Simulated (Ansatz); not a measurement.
## Nudged elastic band run: AlH6OPSi

The input (input.yaml):

```yaml
crystal:
  periodic: [false, false, false]
  atoms:
    - { symbol: O, position_ang: [-1.275051, 1.583701, -0.115108] }
    - { symbol: P, position_ang: [-0.727589, 0.200701, 0.738324] }
    - { symbol: Al, position_ang: [1.47499, 0.771448, 1.232024] }
    - { symbol: Si, position_ang: [-0.424592, -1.281721, -0.954857] }
    - { symbol: H, position_ang: [-2.202193, 1.732131, 0.128062] }
    - { symbol: H, position_ang: [1.922094, 2.292661, 1.282221] }
    - { symbol: H, position_ang: [2.437028, -0.419681, 1.660545] }
    - { symbol: H, position_ang: [-1.749404, -1.622009, -1.540026] }
    - { symbol: H, position_ang: [0.445762, -0.802081, -2.065701] }
    - { symbol: H, position_ang: [0.181957, -2.50625, -0.362683] }
basis:
  gaussian: { orbitals: "6-31G*" }
hamiltonian:
  xc: b3lyp
neb:
  order_check: false
  images: 9
  f_tol: 0.03
  max_iterations: 60
  final_atoms:
    - { symbol: O, position_ang: [-1.65881153, 1.38791866, 0.23199425] }
    - { symbol: P, position_ang: [-0.77382627, 0.06857889, 0.8361049] }
    - { symbol: Al, position_ang: [1.39782384, 0.76680106, 1.30674362] }
    - { symbol: Si, position_ang: [-0.51028998, -1.29004227, -0.96045089] }
    - { symbol: H, position_ang: [-1.16663423, 1.90034423, -0.42790176] }
    - { symbol: H, position_ang: [1.73838905, 2.32051375, 1.33125262] }
    - { symbol: H, position_ang: [2.43214648, -0.35155235, 1.75799646] }
    - { symbol: H, position_ang: [-1.82975037, -1.8519415, -1.35058367] }
    - { symbol: H, position_ang: [0.05123395, -0.60595631, -2.16290534] }
    - { symbol: H, position_ang: [0.40272105, -2.39576416, -0.5594492] }
  initial_path:
    images:
      - { positions_ang: [[-1.275051, 1.583701, -0.115108], [-0.727589, 0.200701, 0.738324], [1.47499, 0.771448, 1.232024], [-0.424592, -1.281721, -0.954857], [-2.202193, 1.732131, 0.128062], [1.922094, 2.292661, 1.282221], [2.437028, -0.419681, 1.660545], [-1.749404, -1.622009, -1.540026], [0.445762, -0.802081, -2.065701], [0.181957, -2.50625, -0.362683]] }
      - { positions_ang: [[-1.2667407, 1.53687609, -0.17078279], [-0.78314058, 0.18373869, 0.73828651], [1.41513413, 0.76626581, 1.2105927], [-0.41772039, -1.29669732, -0.92411672], [-2.04570458, 1.8273563, 0.13611539], [1.84171886, 2.25235874, 1.4189927], [2.43639526, -0.36200973, 1.4415555], [-1.72852978, -1.65861654, -1.53033822], [0.44684634, -0.79169267, -2.00047395], [0.18474344, -2.50867938, -0.31703012]] }
      - { positions_ang: [[-1.2584304, 1.49005118, -0.22645758], [-0.83869215, 0.16677638, 0.73824902], [1.35527827, 0.76108362, 1.18916139], [-0.41084878, -1.31167365, -0.89337643], [-1.88921617, 1.92258161, 0.14416877], [1.76134372, 2.21205648, 1.55576439], [2.43576253, -0.30433846, 1.222566], [-1.70765557, -1.69522407, -1.52065043], [0.44793067, -0.78130434, -1.9352469], [0.18752988, -2.51110875, -0.27137723]] }
      - { positions_ang: [[-1.25012011, 1.44322626, -0.28213237], [-0.89424373, 0.14981407, 0.73821153], [1.2954224, 0.75590143, 1.16773009], [-0.40397717, -1.32664997, -0.86263615], [-1.73272775, 2.01780691, 0.15222216], [1.68096858, 2.17175422, 1.69253609], [2.43512979, -0.24666718, 1.00357649], [-1.68678135, -1.73183161, -1.51096265], [0.44901501, -0.770916, -1.87001985], [0.19031632, -2.51353813, -0.22572435]] }
      - { positions_ang: [[-1.24180981, 1.39640135, -0.33780716], [-0.9497953, 0.13285176, 0.73817405], [1.23556654, 0.75071924, 1.14629878], [-0.39710555, -1.34162629, -0.83189587], [-1.57623934, 2.11303222, 0.16027555], [1.60059344, 2.13145196, 1.82930779], [2.43449706, -0.18899591, 0.78458699], [-1.66590713, -1.76843915, -1.50127487], [0.45009934, -0.76052767, -1.8047928], [0.19310276, -2.5159675, -0.18007146]] }
      - { positions_ang: [[-1.23349951, 1.34957644, -0.39348194], [-1.00534688, 0.11588944, 0.73813656], [1.17571067, 0.74553706, 1.12486748], [-0.39023394, -1.35660262, -0.80115558], [-1.41975092, 2.20825752, 0.16832893], [1.5202183, 2.0911497, 1.96607948], [2.43386432, -0.13132464, 0.56559749], [-1.64503292, -1.80504668, -1.49158709], [0.45118368, -0.75013934, -1.73956575], [0.1958892, -2.51839688, -0.13441858]] }
      - { positions_ang: [[-1.31856191, 1.35724488, -0.26838671], [-0.95904276, 0.10642733, 0.75773023], [1.22013331, 0.74978986, 1.16124271], [-0.41424515, -1.34329055, -0.83301464], [-1.36912758, 2.14667486, 0.04908279], [1.56385245, 2.13702251, 1.83911411], [2.43352076, -0.17537018, 0.80407728], [-1.68197641, -1.81442565, -1.4633864], [0.37119373, -0.72130274, -1.82423367], [0.23725557, -2.49387034, -0.2194247]] }
      - { positions_ang: [[-1.40362432, 1.36491333, -0.14329147], [-0.91273864, 0.09696522, 0.77732389], [1.26455594, 0.75404266, 1.19761794], [-0.43825636, -1.32997848, -0.86487371], [-1.31850425, 2.08509221, -0.07016334], [1.6074866, 2.18289532, 1.71214874], [2.43317719, -0.21941572, 1.04255708], [-1.7189199, -1.82380461, -1.43518572], [0.29120378, -0.69246613, -1.90890159], [0.27862194, -2.46934379, -0.30443083]] }
      - { positions_ang: [[-1.48868672, 1.37258177, -0.01819623], [-0.86643451, 0.08750311, 0.79691756], [1.30897858, 0.75829546, 1.23399317], [-0.46226756, -1.31666641, -0.89673277], [-1.26788091, 2.02350955, -0.18940948], [1.65112075, 2.22876813, 1.58518337], [2.43283362, -0.26346127, 1.28103687], [-1.75586339, -1.83318357, -1.40698503], [0.21121384, -0.66362952, -1.9935695], [0.31998831, -2.44481725, -0.38943695]] }
      - { positions_ang: [[-1.57374912, 1.38025021, 0.10689901], [-0.82013039, 0.078041, 0.81651123], [1.35340121, 0.76254826, 1.27036839], [-0.48627877, -1.30335434, -0.92859183], [-1.21725757, 1.96192689, -0.30865562], [1.6947549, 2.27464094, 1.458218], [2.43249005, -0.30750681, 1.51951667], [-1.79280688, -1.84256253, -1.37878435], [0.13122389, -0.63479292, -2.07823742], [0.36135468, -2.42029071, -0.47444308]] }
      - { positions_ang: [[-1.65881153, 1.38791866, 0.23199425], [-0.77382627, 0.06857889, 0.8361049], [1.39782384, 0.76680106, 1.30674362], [-0.51028998, -1.29004227, -0.96045089], [-1.16663423, 1.90034423, -0.42790176], [1.73838905, 2.32051375, 1.33125262], [2.43214648, -0.35155235, 1.75799646], [-1.82975037, -1.8519415, -1.35058367], [0.05123395, -0.60595631, -2.16290534], [0.40272105, -2.39576416, -0.5594492]] }
```

Launched with:

```bash
$ ansatz run input.yaml --threads 1 --pin off --max-ram 2048MiB --backend cpu --events-out ev --progress --plain --runs-dir out
```

Output, in part (warnings, iteration lines, the closing report on the highest movable image, with atoms numbered from 0):

```
NEB end point (image 0): max|allowed force component| = 1.450e-2 eV/Å (the criterion of neb.relax_end_points is 1.000e-2)
NEB end point (image 10): max|allowed force component| = 6.064e-3 eV/Å (the criterion of neb.relax_end_points is 1.000e-2)
NEB iter   1: max|band force component| = 3.298e1 eV/Å  barrier→ = 3.7999 eV  barrier← = 3.7375 eV  Δτ_max = 0.1994 Å  (284 SCF iters)
NEB iter   2: max|band force component| = 1.729e0 eV/Å  barrier→ = 0.3678 eV  barrier← = 0.3054 eV  Δτ_max = 0.1999 Å  (267 SCF iters)
NEB iter   3: max|band force component| = 1.058e0 eV/Å  barrier→ = 0.2461 eV  barrier← = 0.1836 eV  Δτ_max = 0.2000 Å  (259 SCF iters)
NEB iter   4: max|band force component| = 1.698e0 eV/Å  barrier→ = 0.1997 eV  barrier← = 0.1372 eV  Δτ_max = 0.1029 Å  (257 SCF iters)
NEB iter   5: max|band force component| = 9.759e-1 eV/Å  barrier→ = 0.1598 eV  barrier← = 0.0973 eV  Δτ_max = 0.1001 Å  (261 SCF iters)
NEB iter   6: max|band force component| = 3.508e-1 eV/Å  barrier→ = 0.1335 eV  barrier← = 0.0711 eV  CI = image 6  Δτ_max = 0.1992 Å  (246 SCF iters)
NEB iter   7: max|band force component| = 2.667e-1 eV/Å  barrier→ = 0.1293 eV  barrier← = 0.0668 eV  CI = image 6  Δτ_max = 0.1991 Å  (255 SCF iters)
NEB iter   8: max|band force component| = 2.053e-1 eV/Å  barrier→ = 0.1258 eV  barrier← = 0.0634 eV  CI = image 6  Δτ_max = 0.0937 Å  (257 SCF iters)
NEB iter   9: max|band force component| = 1.926e-1 eV/Å  barrier→ = 0.1252 eV  barrier← = 0.0628 eV  CI = image 6  Δτ_max = 0.2000 Å  (255 SCF iters)
NEB iter  10: max|band force component| = 2.398e-1 eV/Å  barrier→ = 0.1232 eV  barrier← = 0.0608 eV  CI = image 6  Δτ_max = 0.0885 Å  (252 SCF iters)
NEB iter  11: max|band force component| = 8.759e-2 eV/Å  barrier→ = 0.1217 eV  barrier← = 0.0592 eV  CI = image 6  Δτ_max = 0.0614 Å  (256 SCF iters)
NEB iter  12: max|band force component| = 1.561e-1 eV/Å  barrier→ = 0.1217 eV  barrier← = 0.0593 eV  CI = image 6  Δτ_max = 0.0215 Å  (253 SCF iters)
NEB iter  13: max|band force component| = 9.789e-2 eV/Å  barrier→ = 0.1209 eV  barrier← = 0.0585 eV  CI = image 6  Δτ_max = 0.0307 Å  (219 SCF iters)
NEB iter  14: max|band force component| = 4.675e-2 eV/Å  barrier→ = 0.1207 eV  barrier← = 0.0582 eV  CI = image 6  Δτ_max = 0.0238 Å  (218 SCF iters)
NEB iter  15: max|band force component| = 4.018e-2 eV/Å  barrier→ = 0.1205 eV  barrier← = 0.0580 eV  CI = image 6  Δτ_max = 0.0232 Å  (211 SCF iters)
NEB iter  16: max|band force component| = 5.602e-2 eV/Å  barrier→ = 0.1204 eV  barrier← = 0.0579 eV  CI = image 6  Δτ_max = 0.0116 Å  (212 SCF iters)
NEB iter  17: max|band force component| = 3.193e-2 eV/Å  barrier→ = 0.1203 eV  barrier← = 0.0578 eV  CI = image 6  Δτ_max = 0.0116 Å  (218 SCF iters)
NEB iter  18: max|band force component| = 1.937e-2 eV/Å  barrier→ = 0.1202 eV  barrier← = 0.0578 eV  CI = image 6  Δτ_max = 0.0000 Å  (448 SCF iters)
Total energy: -25907.90925295 eV, -952.0981040343 hartree
Atom 0 at    -1.648217     1.318002    -0.036672 Å, force     0.000010    -0.010658    -0.004059 eV/Å
Atom 1 at    -0.895106     0.041104     0.825134 Å, force    -0.002740    -0.004270     0.002276 eV/Å
Atom 2 at     1.321555     0.711562     1.142609 Å, force     0.001163     0.001478    -0.004758 eV/Å
Atom 3 at    -0.409960    -1.302532    -0.939961 Å, force    -0.006462     0.002166     0.001541 eV/Å
Atom 4 at    -1.381525     2.180925     0.316399 Å, force     0.003588     0.008990     0.003954 eV/Å
Atom 5 at     1.654915     2.263998     1.011663 Å, force    -0.000122     0.002084     0.001176 eV/Å
Atom 6 at     2.384233    -0.352725     1.653671 Å, force    -0.000118     0.000140     0.001972 eV/Å
Atom 7 at    -1.678236    -1.740048    -1.578999 Å, force     0.000378     0.000949     0.000070 eV/Å
Atom 8 at     0.434039    -0.682831    -2.002363 Å, force     0.003735     0.001167    -0.003632 eV/Å
Atom 9 at     0.301304    -2.488554    -0.388681 Å, force     0.000568    -0.002046     0.001460 eV/Å
Dipole moment:     0.237803     0.181990     0.080812 e Å
```

The forces met the threshold. A vibrational analysis at the climbing image gives one clearly imaginary mode, 223i cm⁻¹: a first-order saddle point.

Final band (atoms are numbered from 1 in the order of the input):

```json
{"image": "0", "path coordinate (Å)": "0.00", "energy (eV)": "0.000", "dihedral H5–O1–P2–Si4 (°)": "112"}
{"image": "1", "path coordinate (Å)": "0.23", "energy (eV)": "0.007", "dihedral H5–O1–P2–Si4 (°)": "125"}
{"image": "2", "path coordinate (Å)": "0.46", "energy (eV)": "0.027", "dihedral H5–O1–P2–Si4 (°)": "141"}
{"image": "3", "path coordinate (Å)": "0.69", "energy (eV)": "0.056", "dihedral H5–O1–P2–Si4 (°)": "159"}
{"image": "4", "path coordinate (Å)": "0.92", "energy (eV)": "0.087", "dihedral H5–O1–P2–Si4 (°)": "179"}
{"image": "5", "path coordinate (Å)": "1.14", "energy (eV)": "0.111", "dihedral H5–O1–P2–Si4 (°)": "-160"}
{"image": "6", "path coordinate (Å)": "1.37", "energy (eV)": "0.120", "dihedral H5–O1–P2–Si4 (°)": "-139"}
{"image": "7", "path coordinate (Å)": "1.71", "energy (eV)": "0.103", "dihedral H5–O1–P2–Si4 (°)": "-108"}
{"image": "8", "path coordinate (Å)": "2.04", "energy (eV)": "0.077", "dihedral H5–O1–P2–Si4 (°)": "-81"}
{"image": "9", "path coordinate (Å)": "2.38", "energy (eV)": "0.065", "dihedral H5–O1–P2–Si4 (°)": "-69"}
{"image": "10", "path coordinate (Å)": "2.71", "energy (eV)": "0.062", "dihedral H5–O1–P2–Si4 (°)": "-65"}
```

The run took 4.4 min on 1 thread of AMD EPYC 9R45 96-Core Processor (Zen 5) (shared host), peak memory 0.21 GiB.
